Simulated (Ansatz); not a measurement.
CH3ClSTe, SMILES CS[Te]Cl.

The structure is a stationary point at B3LYP-D3(BJ)/def2-SVP. This is a generated structure with no PubChem entry under its InChIKey; it may be hypothetical. The def2 effective core potentials stand for the cores of Te; spin–orbit coupling is left out. The values are those of a single conformer.

Two levels are set side by side: PBE/def2-SVPD (Ansatz, a quantum-chemistry and plane-wave program) and PBE0/def2-SVPD (Ansatz). Energy differences of separate SCF runs at the same geometry; the states with an electron removed or added have multiplicity 2 and 2. Differences are taken from unrounded values.

| quantity | PBE0 |
|---|---|
| vertical ionisation energy (eV) | 8.60 |
| vertical electron affinity (eV) | 1.07 |
| vertical singlet–triplet gap (eV) | 1.88 |

Problem. What does PBE give, and how far is it from PBE0? (Estimate from the structure and the level; the computed values follow.)

Solution. 
| quantity | PBE | PBE minus PBE0 |
|---|---|---|
| vertical ionisation energy (eV) | 8.36 | -0.24 |
| vertical electron affinity (eV) | 1.00 | -0.07 |
| vertical singlet–triplet gap (eV) | 1.85 | -0.03 |
